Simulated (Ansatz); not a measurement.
`[CH3][InH][CH3]` + `O[SiH2][SiH2]O` → `CO[SiH2][SiH2]O` + `[CH3][InH2]`  (substitution at a C–In bond)

Isolated molecules relaxed with PBE0-D4/def2-TZVP in Ansatz; ΔE leaves out vibrations. CCSD(T)/CBS adds triple-zeta CCSD(T) − MP2 to the extrapolated MP2 energy (def2 sets, frozen cores). DFT in def2-TZVPP. Elements past krypton have def2 core potentials. For In outer-core shells are correlated without core-valence functions, which leaves a few kJ/mol of doubt a bond. One conformer a species, not always the lowest.

(1) Is it downhill or uphill in electronic energy at CCSD(T)/CBS, and by how much? (An estimate is asked.)

(2) What do these levels give: B2PLYP, r2SCAN, HF/def2-TZVPP, CCSD/def2-TZVPP, MP2/def2-QZVPP, SCS-MP2/def2-QZVPP? (An estimate is asked.)

Largest T1 diagnostic among the species: 0.013.

## Answers

(1) Ansatz gave: Uphill: ΔE = +20.1 kcal/mol.

(2) Computed: B2PLYP 18.3, r2SCAN 18.3, HF/def2-TZVPP 13.3, CCSD/def2-TZVPP 18.4, MP2/def2-QZVPP 22.1, SCS-MP2/def2-QZVPP 19.8 kcal/mol.

In def2-TZVPP, CCSD(T) changes the Hartree–Fock value by +5.7 kcal/mol (the triples alone add +0.6 kcal/mol) and MP2 by +8.2 kcal/mol.
